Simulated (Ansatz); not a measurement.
C2H5IOSi can be A, `IC1C[SiH2]O1`, or B, `[SiH3][C@H]1O[C@@H]1I`.

Gas-phase electronic energies from Ansatz, PBE0-D4/def2-TZVP geometries. CBS: MP2 limit from def2 TZ/QZ plus the TZ coupled-cluster correction, frozen cores. DFT in def2-TZVPP. Elements past krypton have def2 core potentials. For I outer-core shells are correlated without core-valence functions, which leaves a few kJ/mol of doubt a bond.

A:

Z-matrix (Å, degrees):
```
C
C 1 1.540
Si 1 2.262 2 55.2
I 1 2.185 2 112.7 3 116.2
O 1 1.405 2 103.1 3 -3.6
H 1 1.088 2 116.2 3 -125.5
H 2 1.091 1 112.2 3 115.5
H 2 1.086 1 115.3 3 -118.2
H 3 1.483 1 123.5 2 97.6
H 3 1.484 1 126.3 2 -94.6
```

B:

```xyz
10

Si    0.5642   -1.3375   -0.5203
C    -0.6019    0.0274    0.0375
O    -0.5443    0.3723    1.4463
C    -0.1013    1.3077    0.5359
I    -1.2526    3.0781    0.3008
H     0.0747   -2.6492   -0.0272
H     1.9108   -1.0519    0.0350
H     0.6111   -1.3524   -2.0049
H    -1.6164    0.0504   -0.3588
H     0.9557    1.5551    0.5557
```

Q: Which isomer does CCSD(T)/CBS put lower? Give the gap. (Estimate.)

A: The calculation gave: A, by 46.4 kcal/mol.

Q: Give E(B) − E(A) in kcal/mol with CCSD/def2-TZVPP, ωB97M-V, MP2/def2-TZVPP, PBE-D4, B2PLYP, PBE0-D4, HF/def2-TZVPP. (Estimate.)

A: Computed: CCSD/def2-TZVPP 45.7, ωB97M-V 45.7, MP2/def2-TZVPP 46.8, PBE-D4 41.9, B2PLYP 44.9, PBE0-D4 44.6, HF/def2-TZVPP 46.5. None reverses the order clearly.

Largest T1 diagnostic: 0.012.

From PBE to PBE0 (25 % exact exchange), in def2-TZVPP and without D4, E(B) − E(A) moves by +2.7 kcal/mol. The D4 term adds +1.2 kcal/mol with B3LYP and +0.6 kcal/mol with PBE0; it sums over pairs of atoms, weighted by their polarisabilities, and B3LYP, whose exchange is more repulsive, gets the larger term.

B3LYP here is the variant with VWN-RPA as its local correlation; programs differ in this.
